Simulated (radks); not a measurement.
Zr4+, configuration [Kr]. Method: Dirac Kohn-Sham, BLYP, spin-unpolarised, spherical densities, point nucleus; computed with a radial shooting solver on a logarithmic mesh with Libxc functionals.

X-ray form factor f0, the Fourier transform of the density (f0(0) = 36):

sin(theta)/lambda (1/angstrom)  f0 (electrons)
0.05                                    35.642
0.1                                     34.619
0.15                                    33.076
0.2                                     31.205
0.25                                    29.202
0.3                                     27.224
0.4                                     23.709
0.5                                     20.916
0.6                                     18.666
0.8                                     14.964
1                                       11.883
1.25                                     9.030
1.5                                      7.261
2                                        5.567
